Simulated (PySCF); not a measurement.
## Electric field gradients and quadrupole coupling constants

Species: C₆H₁₀O₃.
Geometry (GFN2-xTB, Å), atoms numbered from 1 in this order:
```
atom  x, y, z in Å
C1     0.0710   -1.5663   -1.4241
C2     0.2159   -0.8276   -0.3329
O3    -0.7224   -0.1934    0.3933
C4    -2.0385   -0.1276   -0.1238
C5    -2.8419    0.7959    0.7767
O6     1.4672   -0.6715    0.2383
C7     1.9462    0.5822    0.4283
C8     3.2654    0.5199    1.1474
O9     1.4040    1.5763    0.0422
H10    0.9342   -2.0016   -1.8876
H11   -0.8869   -1.7663   -1.8608
H12   -2.0089    0.2626   -1.1491
H13   -2.4787   -1.1340   -0.1412
H14   -2.3778    1.7777    0.7997
H15   -3.8570    0.8871    0.4014
H16   -2.8666    0.4008    1.7885
H17    4.0279    0.1829    0.4479
H18    3.5271    1.5069    1.5157
H19    3.2098   -0.1948    1.9632
```

Field gradients from the PBE0/pcSseg-1 density (PySCF, non-relativistic), principal values in atomic units, ordered |Vxx| ≤ |Vyy| ≤ |Vzz|:

| atom | Vxx | Vyy | Vzz |
| --- | --- | --- | --- |
| O3 | -0.2814 | -1.5967 | 1.8780 |
| O6 | -0.5140 | -1.2453 | 1.7593 |
| O9 | 0.6227 | 1.0570 | -1.6797 |

**Question.** Find the asymmetry η = (Vxx − Vyy)/Vzz and the couplings χ = eQV/h (234.96 MHz × Q in barn × V in au), with Q(17O) = −0.0256 b.

**Answer.** 
```
atom                 environment  nucleus     η  χzz (MHz)  χxx (MHz)  χyy (MHz)
  O3                ether oxygen      17O  0.70     -11.30       1.69       9.60
  O6  ester single-bonded oxygen      17O  0.42     -10.58       3.09       7.49
  O9       ester carbonyl oxygen      17O  0.26      10.10      -3.75      -6.36
```

The tensor is traceless: Vxx + Vyy + Vzz = 0.

**Question.** What is Vzz at O9 in SI units (1 au = 9.71736 × 10²¹ V/m²)?

**Answer.** -1.6797 au = -16.322 × 10²¹ V/m².

**Question.** And the gradient at the other heavy atoms, for which no coupling is worked out here?

**Answer.** 
```csv
atom,environment,Vzz (au),η
C1,terminal =CH2 carbon,0.078,0.12
C2,vinylic carbon bearing oxygen,0.297,0.84
C4,sp3 carbon bound to oxygen,0.456,0.08
C5,methyl carbon,0.088,0.39
C7,ester carbonyl carbon,-0.435,0.77
C8,methyl carbon next to a carbonyl,0.107,0.49
```

Were the hydrogens deuterons (Q(2H) = 0.00286 b), χzz would run from 190 kHz (H12 and H13) to 236 kHz (H11).

Geometry: GFN2-xTB, one conformer, isolated molecule. GFN2-xTB bond lengths can be off by several hundredths of an ångström, more for odd bonds, and the gradients follow them. The small basis limits the accuracy of the gradients.
